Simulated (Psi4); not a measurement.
C2H8AlNO, singlet, at a GFN2-xTB geometry (such geometries of metal compounds can be far from the true shape), atoms displaced at random by about 0.08 Å a coordinate; HF/STO-3G, gradient (Psi4).

Here is a job for Psi4.
```
memory 2 GB

molecule {
0 1
  Al   -0.03467692    0.17939613    0.57507155
  C     0.30293024   -1.01467806   -1.18993872
  C     0.21173512   -0.22029527   -2.35180850
  H    -0.37149132   -1.87449716   -1.24643748
  H     1.08804736   -1.50990930   -1.24569651
  H     0.89039670    0.63466578   -2.40810135
  H    -0.73851397    0.45127146   -2.36038586
  H     0.34404414   -0.62158106   -3.29471909
  O    -0.75737327    1.42523431    0.56476800
  H    -1.15799201    2.35142885    0.64897324
  N     0.47683531   -0.77782012    2.21824509
  H     0.30584290   -0.21663827    3.09451376
  H     0.88390698   -1.55881952    2.14024644
symmetry c1
no_reorient
no_com
}

set basis sto-3g

gradient('scf')
print_variables()
```

The log (banner, timings and long lists left out):

```
gradient() will perform analytic gradient computation.

   => Loading Basis Set <=

    Name: STO-3G
    Role: ORBITAL
    Keyword: BASIS

         ---------------------------------------------------------
                                   SCF
               by Justin Turney, Rob Parrish, Andy Simmonett
                          and Daniel G. A. Smith
                              RHF Reference
         ---------------------------------------------------------

  ==> Geometry <==

    Molecular point group: c1
    Full point group: C1

    Geometry (in Angstrom), charge = 0, multiplicity = 1:

       Center              X                  Y                   Z               Mass
    ------------   -----------------  -----------------  -----------------  -----------------
         AL          -0.034676920000     0.179396130000     0.575071550000    26.981538530000
         C            0.302930240000    -1.014678060000    -1.189938720000    12.000000000000
         C            0.211735120000    -0.220295270000    -2.351808500000    12.000000000000
         H           -0.371491320000    -1.874497160000    -1.246437480000     1.007825032230
         H            1.088047360000    -1.509909300000    -1.245696510000     1.007825032230
         H            0.890396700000     0.634665780000    -2.408101350000     1.007825032230
         H           -0.738513970000     0.451271460000    -2.360385860000     1.007825032230
         H            0.344044140000    -0.621581060000    -3.294719090000     1.007825032230
         O           -0.757373270000     1.425234310000     0.564768000000    15.994914619570
         H           -1.157992010000     2.351428850000     0.648973240000     1.007825032230
         N            0.476835310000    -0.777820120000     2.218245090000    14.003074004430
         H            0.305842900000    -0.216638270000     3.094513760000     1.007825032230
         H            0.883906980000    -1.558819520000     2.140246440000     1.007825032230

  Running in c1 symmetry.

  Rotational constants: A =      0.19327  B =      0.07969  C =      0.05778 [cm^-1]
  Rotational constants: A =   5794.19121  B =   2388.90921  C =   1732.34222 [MHz]
  Nuclear repulsion =  222.143048345041251

  Charge       = 0
  Multiplicity = 1
  Electrons    = 48
  Nalpha       = 24
  Nbeta        = 24

  ==> Algorithm <==

  SCF Algorithm Type is DF.
  DIIS enabled.
  MOM disabled.
  Fractional occupation disabled.
  Guess Type is SAD.
  Energy threshold   = 1.00e-08
  Density threshold  = 1.00e-08
  Integral threshold = 1.00e-12

  ==> Primary Basis <==

  Basis Set: STO-3G
    Blend: STO-3G
    Number of shells: 25
    Number of basis functions: 37
    Number of Cartesian functions: 37
    Spherical Harmonics?: true
    Max angular momentum: 1

   => Loading Basis Set <=

    Name: (STO-3G AUX)
    Role: JKFIT
    Keyword: DF_BASIS_SCF

  ==> Integral Setup <==

  SCF_SUBTYPE=INCORE selected. In-core MEM_DF algorithm will be used.
  Using in-core AOs.

  ==> MemDFJK: Density-Fitted J/K Matrices <==

    J tasked:                   Yes
    K tasked:                   Yes
    wK tasked:                   No
    Algorithm:                 Core
    Schwarz Cutoff:           1E-12
    Mask sparsity (%):       1.8992
    Fitting Condition:        1E-10

   => Auxiliary Basis Set <=

  Basis Set: (STO-3G AUX)
    Blend: DEF2-UNIVERSAL-JKFIT
    Number of shells: 186
    Number of basis functions: 576
    Number of Cartesian functions: 679
    Spherical Harmonics?: true
    Max angular momentum: 4

  Minimum eigenvalue in the overlap matrix is 1.7108492489E-01.
  Reciprocal condition number of the overlap matrix is 6.7188973726E-02.
    Using symmetric orthogonalization.

  ==> Pre-Iterations <==

  SCF Guess: Superposition of Atomic Densities via on-the-fly atomic UHF (no occupation information).

   -------------------------
    Irrep   Nso     Nmo
   -------------------------
     A         37      37
[...]
  @DF-RHF Final Energy:  -445.95418660853375
    Total Energy =                       -445.9541866085337460
[...]

 ------------------------------------------------------------------------------------

         ------------------------------------------------------------
                                   SCF GRAD
                          Rob Parrish, Justin Turney,
                       Andy Simmonett, and Alex Sokolov
         ------------------------------------------------------------

  ==> Geometry <==

    Molecular point group: c1
    Full point group: C1

    Geometry (in Angstrom), charge = 0, multiplicity = 1:

       Center              X                  Y                   Z               Mass
    ------------   -----------------  -----------------  -----------------  -----------------
         AL          -0.034676920000     0.179396130000     0.575071550000    26.981538530000
         C            0.302930240000    -1.014678060000    -1.189938720000    12.000000000000
         C            0.211735120000    -0.220295270000    -2.351808500000    12.000000000000
         H           -0.371491320000    -1.874497160000    -1.246437480000     1.007825032230
         H            1.088047360000    -1.509909300000    -1.245696510000     1.007825032230
         H            0.890396700000     0.634665780000    -2.408101350000     1.007825032230
         H           -0.738513970000     0.451271460000    -2.360385860000     1.007825032230
         H            0.344044140000    -0.621581060000    -3.294719090000     1.007825032230
         O           -0.757373270000     1.425234310000     0.564768000000    15.994914619570
         H           -1.157992010000     2.351428850000     0.648973240000     1.007825032230
         N            0.476835310000    -0.777820120000     2.218245090000    14.003074004430
         H            0.305842900000    -0.216638270000     3.094513760000     1.007825032230
         H            0.883906980000    -1.558819520000     2.140246440000     1.007825032230

  Nuclear repulsion =  222.143048345041251

  ==> Basis Set <==

  Basis Set: STO-3G
    Blend: STO-3G
    Number of shells: 25
    Number of basis functions: 37
    Number of Cartesian functions: 37
    Spherical Harmonics?: true
    Max angular momentum: 1

  ==> DFJKGrad: Density-Fitted SCF Gradients <==

    Gradient:                    1
    J tasked:                  Yes
    K tasked:                  Yes
    wK tasked:                  No
    Integrals threads:           1
    Schwarz Cutoff:          1E-12
    Fitting Condition:       1E-10

   => Auxiliary Basis Set <=

  Basis Set: (STO-3G AUX)
    Blend: DEF2-UNIVERSAL-JKFIT
    Number of shells: 186
    Number of basis functions: 576
    Number of Cartesian functions: 679
    Spherical Harmonics?: true
    Max angular momentum: 4

  -Total Gradient:
     Atom            X                  Y                   Z
    ------   -----------------  -----------------  -----------------
       1       -0.135388177487     0.280263196408    -0.022665997502
       2        0.168543734331    -0.053947251034    -0.145037178406
       3        0.064568664365    -0.176318244475     0.057050784147
       4        0.019544214673    -0.018968471190    -0.004772441568
       5       -0.193710299329     0.090360785684    -0.008596771149
       6       -0.019812955388     0.012500190994    -0.015164030536
       7       -0.028704582119     0.050303150172     0.008202435375
       8        0.005217108154     0.039286736628     0.046476938155
       9        0.119902081809    -0.229214165826    -0.003433297487
      10       -0.028093309690     0.064514518467     0.005161648855
      11        0.154412055310    -0.297048092862     0.076256850666
      12       -0.023485730984     0.050886336927     0.021924821054
      13       -0.102992803645     0.187381310107    -0.015403761604

  Variable Map:
  ----------------------------------------------------------------------------
[...]
  Array Variable Map:
  ----------------------------------------------------------------------------
[...]
[...]
```
